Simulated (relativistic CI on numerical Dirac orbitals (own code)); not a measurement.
## d7 in a ligand field

Computed with a parametric ligand-field model of a d^n configuration (Racah B and C, spin-orbit zeta, crystal field), exact diagonalisation.

Field parameters in Wybourne normalisation: Oh B⁴₀ = 21Dq, B⁴₄ = √(5/14) B⁴₀. The field is a parameter set, without covalency.

**Question.** Lowest levels for B = 360, C = 1800, ζ = 230 cm⁻¹, Oh, 10Dq = 15500 cm⁻¹?

**Answer.** Γ8 0 (S 0.50), Γ6 6888 (S 1.50), Γ8 7026 (S 1.50), Γ7 7263 (S 1.50), Γ8 7269 (S 1.50), Γ8 14105 (S 0.50), Γ6 14264 (S 0.50), Γ8 14580 (S 0.50), Γ7 14679 (S 0.50) cm⁻¹, with S from ⟨S²⟩ = S(S + 1). The ground level has 1.03 electrons in the cubic e pair.

**Question.** Lowest levels for B = 410, C = 1910, ζ = 700 cm⁻¹, Oh, 10Dq = 14850 cm⁻¹?

**Answer.** Γ8 0 (S 0.53), Γ6 5251 (S 1.50), Γ8 5672 (S 1.49), Γ7 6441 (S 1.50), Γ8 6509 (S 1.48), Γ8 13297 (S 0.52), Γ6 13915 (S 0.51), Γ8 13979 (S 0.53), Γ7 14224 (S 0.52) cm⁻¹, with S from ⟨S²⟩ = S(S + 1). The ground level has 1.05 electrons in the cubic e pair.

**Question.** Lowest levels for B = 560, C = 2540, ζ = 4150 cm⁻¹, Oh, 10Dq = 36000 cm⁻¹?

**Answer.** Γ8 0 (S 0.56), Γ6 20790 (S 1.48), Γ8 22660 (S 1.43), Γ7 27901 (S 1.49), Γ8 28186 (S 1.46), Γ8 32076 (S 0.57), Γ7 36142 (S 0.54), Γ8 36243 (S 0.60), Γ6 37242 (S 0.54) cm⁻¹, with S from ⟨S²⟩ = S(S + 1). The ground level has 1.08 electrons in the cubic e pair.

**Question.** Lowest levels for B = 590, C = 2820, ζ = 3650 cm⁻¹, Oh, 10Dq = 39450 cm⁻¹?

**Answer.** Γ8 0 (S 0.54), Γ6 23271 (S 1.48), Γ8 25011 (S 1.45), Γ7 29392 (S 1.50), Γ8 29609 (S 1.48), Γ8 35577 (S 0.55), Γ8 38965 (S 0.57), Γ7 39271 (S 0.53), Γ6 39795 (S 0.53) cm⁻¹, with S from ⟨S²⟩ = S(S + 1). The ground level has 1.06 electrons in the cubic e pair.

**Question.** Lowest levels for B = 650, C = 2730, ζ = 660 cm⁻¹, Oh, 10Dq = 24050 cm⁻¹?

**Answer.** Γ8 0 (S 0.51), Γ6 10228 (S 1.50), Γ8 10627 (S 1.50), Γ7 11333 (S 1.50), Γ8 11365 (S 1.50), Γ8 21884 (S 0.51), Γ6 22400 (S 0.50), Γ8 22678 (S 0.51), Γ7 22911 (S 0.50) cm⁻¹, with S from ⟨S²⟩ = S(S + 1). The ground level has 1.03 electrons in the cubic e pair.
